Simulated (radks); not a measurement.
The numbers below are computed, except where a source is named.
The mean radii <r> (bohr) of the occupied orbitals of an atom or ion are listed with their occupations. Code: a radial shooting solver on a logarithmic mesh with Libxc functionals. Model: Dirac Kohn-Sham, LDA (Slater exchange, Perdew-Wang correlation), spin-unpolarised, spherical densities, point nucleus.

orbital  occ.      <r>
1s1/2       2  0.02609
2s1/2       2   0.1089
2p1/2       2  0.09132
2p3/2       3  0.09682
4f5/2       1   0.3867

Name the element and its charge. Open shells, if any, fill j = l - 1/2 first.

Answer. Z = 55, caesium, charge +45: Cs45+ in [He] 2s2 2p5 4f1. The 1s radius gives Z: for a bare nucleus <r> = (2 gamma + 1)/(2Z) with gamma = sqrt(1 - (Z/c)^2), 0.02574 bohr for Z = 55, and screening makes it slightly larger (0.02609 here). The occupations add up to 10, and the charge is Z minus that.
